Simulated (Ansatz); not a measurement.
Task: Predict a relaxed structure of diborane 1,2-di Cl (B₂H₄Cl₂), charge 0, singlet, at PBE0-D4/def2-SVP (Ansatz).

Result: 
```
atom   x (Å)   y (Å)   z (Å)
  B1   0.391  -0.425   0.678
 Cl2   1.356  -1.880   0.384
  H3   0.255   0.004   1.792
  H4  -0.812  -0.562   0.117
  B5  -0.391   0.425  -0.678
 Cl6  -1.356   1.880  -0.384
  H7  -0.255  -0.004  -1.792
  H8   0.812   0.562  -0.117
```
Point group C2h (tolerance 0.1 Å). This is one stationary point.
